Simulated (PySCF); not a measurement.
Potential energy of SbP⁺ along the bond

Set-up: PySCF, scalar-relativistic core potentials, basis sets Sb aug-cc-pVDZ-PP with ECP28, P aug-cc-pV(D+d)Z. Energies in eV from Sb⁺ + P in their ground configurations at the same level. State: ²Π (doublet), unpaired electrons π ↑.

```csv
R (Å),CAM-B3LYP
1.984,-1.648
2.076,-2.464
2.169,-2.886
2.238,-3.014
2.307,-3.025
2.376,-2.962
2.469,-2.812
2.584,-2.563
2.722,-2.218
2.907,-1.748
```

⟨S²⟩ of the unrestricted solution departs from its pure value on part of the curve, where spin states mix. These are scalar-relativistic numbers at best; spin–orbit coupling would shift them, the dissociation energy most. For an ion De counts to the pair picked by the measured ionisation energies or electron affinities, which need not be the lowest pair at this level. The state is the lowest determinant that a PBE0 search found; another state may lie lower at other levels.
